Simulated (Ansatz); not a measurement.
Consider the ligand exchange at a B–C bond: `BC(C)[SeH]` + `CN[SiH2]N` → `BN[SiH2]NC` + `CC[SeH]`.

Computed with Ansatz on PBE0-D4/def2-TZVP structures; ΔE is electronic, products minus reactants. CCSD(T)/CBS adds triple-zeta CCSD(T) − MP2 to the extrapolated MP2 energy (def2 sets, frozen cores). Functionals use def2-TZVPP. B3LYP here is the variant with VWN-RPA as its local correlation; programs differ in this. For Se outer-core shells are correlated without core-valence functions, which leaves a few kJ/mol of doubt a bond. Scalar relativity is left out up to krypton. One conformer a species, not always the lowest.

Q: Is it downhill or uphill in electronic energy at CCSD(T)/CBS, and by how much? (Estimate.)

A: Ansatz gave: Downhill: ΔE = -141.6 kJ/mol.

Q: What do these levels give: PBE-D4, r2SCAN-D4, ωB97X-V, ωB97M-V, B2PLYP, r2SCAN, B3LYP, CCSD/def2-TZVPP, CCSD(T)/def2-TZVPP, HF/def2-QZVPP, HF/CBS(def2), MP2/CBS(def2)? (Best estimate.)

A: Computed: PBE-D4 -143.6, r2SCAN-D4 -143.3, ωB97X-V -141.8, ωB97M-V -143.1, B2PLYP -147.0, r2SCAN -143.3, B3LYP -147.8, CCSD/def2-TZVPP -143.6, CCSD(T)/def2-TZVPP -144.5, HF/def2-QZVPP -144.4, HF/CBS(def2) -144.3, MP2/CBS(def2) -140.9 kJ/mol.

Largest T1 diagnostic among the species: 0.012.
